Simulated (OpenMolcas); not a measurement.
# Sb I: effect of the active space

* Program: OpenMolcas
* Method: XMS-CASPT2 or its RAS form, IPEA 0.25 Eh, imaginary shift 0.1 Eh
* Basis: ANO-RCC-VTZP
* Scalar Hamiltonian: DKH2, point nucleus
* Spin-orbit coupling: RASSI with atomic mean-field integrals over the reference wave functions, term energies averaged over their components

A. 3 electrons in 3 orbitals (5p); 2S+1 = 4 odd, 1 root; 2S+1 = 2 odd, 8 roots; closed shells correlated: 4d 5s; CASPT2 step of the order of 0.8 core-seconds
B. 5 electrons in 8 orbitals (5s 5p 6s 6p); 2S+1 = 4 odd, 1 root; 2S+1 = 2 odd, 8 roots; 2S+1 = 4 even, 3 roots; 2S+1 = 2 even, 3 roots (0 in the spin-orbit step); closed shells correlated: 4d; CASPT2 step of the order of 5 core-seconds
C. 5 electrons in 9 orbitals (RAS2 5s 5p; RAS3 5d, at most 2 electrons); 2S+1 = 4 odd, 1 root; 2S+1 = 2 odd, 8 roots; 2S+1 = 4 even, 3 roots; 2S+1 = 2 even, 5 roots (0 in the spin-orbit step); closed shells correlated: 4d; CASPT2 step of the order of 8 core-seconds

Energies in cm-1 above 5s2 5p3 4S* 3/2, the measured ground level; measured values from NIST Handbook of Basic Atomic Spectroscopic Data.

```csv
Level,A,B,C,Measured
5s2 5p3 4S* 3/2,0.0,0.0,0.0,0.0
5s2 5p3 2D* 3/2,9150,10160,9780,8512
5s2 5p3 2D* 5/2,10230,11250,10820,9854
5s2 5p3 2P* 1/2,17000,18620,17860,16395
5s2 5p3 2P* 3/2,18540,19990,19270,18464
```

Deviations, from unrounded energies. A percentage is the sum of absolute deviations over the sum of measured energies, with the sign that they share, or ± where signs differ.

```csv
Against measurement,Levels,A,B,C
mean absolute deviation (cm-1),4,420,1700,1100
other terms of the ground configuration (%),4,+3.2,+12.8,+8.5
```

A lies closest to measurement on these levels and B furthest from it. The largest miss of A in the table is 5s2 5p3 2D* 3/2, by +640 cm-1. The ranking rests on the paired levels alone, and a cruder setting can come out closer through cancelling errors.

Among A to C the level of the table that moves most is 5s2 5p3 2P* 1/2, by 1600 cm-1 (lowest in A, highest in B). Moves below CASPT2's spread within the term are not significant.

CASPT2 breaks the degeneracy within a term, and the mean is taken; among the terms shown or strongly mixed into the levels shown the widest spread is 1900 cm-1 (5s2 5p3 2D*, A). With the s shell closed, the reference lacks s² → p² mixing (holds for A). Some high roots are left out of the spin-orbit mixing, which shifts the levels that they would mix with (holds for B; C). Active for correlation alone: 6p 6s; no level in the range computed is led by a configuration that fills them, so any true level of that kind is missing (holds for B). Some terms miss by over 15 % even with CASPT2, which points to a basis or an active space too small for the shells correlated (holds for B). Active for correlation alone: 5d; no level in the range computed is led by a configuration that fills it, so any true level of that kind is missing (holds for C). Computed and measured levels are paired by configuration, term and J; levels that our copy of the source lacks, or whose pairing is in doubt (as where it misses far off the trend of its configuration), stay unpaired and out of the deviations. Levels of configurations outside the active space are missing. The table leaves out levels that lie high or whose names do not pair safely across all columns.

* marks odd parity.
